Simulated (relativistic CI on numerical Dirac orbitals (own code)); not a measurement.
## Nb4+ (4d) in a crystal field

Calculated by Dirac-Coulomb-Breit CI, separate exchange-only KLI orbitals for each configuration, model QED, one configuration in a parametric crystal field, unscaled Slater integrals (own radial code).

Field parameters in Wybourne normalisation: Td as Oh with Dq negative (B⁴₀ = 21Dq, B⁴₄ = √(5/14) B⁴₀). The field is a parameter set, without covalency.

S is read from ⟨S²⟩ = S(S + 1).

Levels (cm⁻¹, degeneracy): 0 (4), 6625 (4), 7554 (2).

Q: Which field gives this pattern?
A. Td, 10Dq = -6750 cm⁻¹
B. Td, 10Dq = -8100 cm⁻¹
C. Td, 10Dq = -10800 cm⁻¹
D. Td, 10Dq = -9000 cm⁻¹

A: A. Td, 10Dq = -6750 cm⁻¹, ground level with S = 0.50.
